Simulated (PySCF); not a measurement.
GeH₆O₂Si, SMILES O[SiH2][GeH2][OH].

Coordinates come from a B3LYP-D3(BJ)/def2-SVP optimisation. This is a generated structure with no PubChem entry under its InChIKey; it may be hypothetical. Other conformers were not sampled.

Two levels are set side by side: TDDFT-PBE/def2-SVPD (PySCF) and TDDFT-CAM-B3LYP/def2-SVPD (PySCF). Vertical, same geometry. The lowest singlet is HOMO−1→LUMO 99 % with PBE and HOMO→LUMO 95 % with the other functional; states are paired by order. Differences are taken from unrounded values.

```csv
quantity,TDDFT-PBE
lowest singlet excitation (eV),5.29
lowest triplet excitation (TDA) (eV),4.90
first bright state (f over 0.05) (eV),6.62
its oscillator strength,0.13
```

Q: These are the TDDFT-PBE values. What does TDDFT-CAM-B3LYP give? (The exact figures need the calculation; the answer reports its results.)

A: 
| quantity | TDDFT-CAM-B3LYP | TDDFT-PBE minus TDDFT-CAM-B3LYP |
|---|---|---|
| lowest singlet excitation (eV) | 6.01 | -0.72 |
| lowest triplet excitation (TDA) (eV) | 5.44 | -0.54 |
| first bright state (f over 0.05) (eV) | 7.43 | -0.81 |
| its oscillator strength | 0.24 | -0.11 |

Functionals without exact exchange tend to place singlet excitations lower, as here. Differences between two approximate levels are no errors against the true value.

Rough cost on one machine, each run with all the roots and properties that it gave: TDDFT-CAM-B3LYP against TDDFT-PBE about 6 times.
